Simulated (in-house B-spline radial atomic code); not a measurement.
## RPA and G0W0 on BLYP: S⁴⁺

Configuration [Ne] 3s2, mean-field start BLYP. Computed with an all-electron radial atomic-structure program (B-spline basis): all electrons, scalar-relativistic (spin-free one-electron X2C), finite nucleus, each spin shell either full or empty, empty states to l = 9 with an (l + 1/2)⁻⁴ tail; G0W0 by contour deformation at full frequency.

Command:
```bash
python run_gw.py task.json out
```
Settings (radii: box in bohr, nucleus in fm):
```
Z                        16
electrons                12
configuration            [Ne] 3s2
hamiltonian              x2c
method                   b88,lyp
lmax                     9
rms_radius               3.2611
spin_polarised           False
box_radius               11.96
intervals                69
ion_configuration        [Ne] 3s1
```

Cost of the run: 3.9 s on 1 thread of Arm Neoverse N1, with other jobs on the host.

Energies (hartree):

```json
{"term": "mean-field total", "value": "-394.99090"}
{"term": "Hartree-Fock functional on these orbitals", "value": "-394.44581"}
{"term": "direct second order", "value": "-0.87215"}
{"term": "second-order exchange", "value": "0.31984"}
{"term": "SOSEX correction", "value": "0.28216"}
```

**Question.** What is the RPA correlation energy, and what remains with SOSEX?

**Answer.** RPA gives -0.75927 hartree (-1.72 eV per electron); RPA + SOSEX gives -0.47711, and the second-order doubles -0.55231 hartree (no singles). SOSEX takes back 37 % of the RPA value.

Quasi-particle levels (eV):

| level | occupied | mean field | Σx - vxc | Σc | QP weight | G0W0 |
| --- | --- | --- | --- | --- | --- | --- |
| 3s | yes | -65.91 | -5.07 | ? | ? | ? |
| 2p | yes | -216.21 | -24.95 | 5.19 | 0.880 | -235.97 |
| 3p | no | -53.47 | 7.60 | -1.98 | 0.935 | -47.85 |

G0W0 = mean field + (Σx - vxc) + Σc, with Σc (partial-wave tail included) taken at the quasi-particle energy. Levels of low weight are left out.

**Question.** Where does G0W0 put 3s?

**Answer.** At -73.10 eV, with Σc = -2.11 eV and a quasi-particle weight of 0.950. The tabulated removal energy is 72.594 eV (NIST, measured); the calculation leaves out spin-orbit coupling, Breit and QED terms, and what these don't explain is the method's own error.

**Question.** What does it cost to remove one electron (to [Ne] 3s1) by differences of total energies, each species on its own start (correlation terms add to the Hartree-Fock functional)?

**Answer.** BLYP 72.65 eV, Hartree-Fock functional 70.78 eV, + RPA 73.17 eV, + RPA + SOSEX 72.54 eV, + second order 73.34 eV. Tabulated: 72.594 eV (NIST, measured); the calculation leaves out spin-orbit coupling, Breit and QED terms, and what these don't explain is the method's own error.
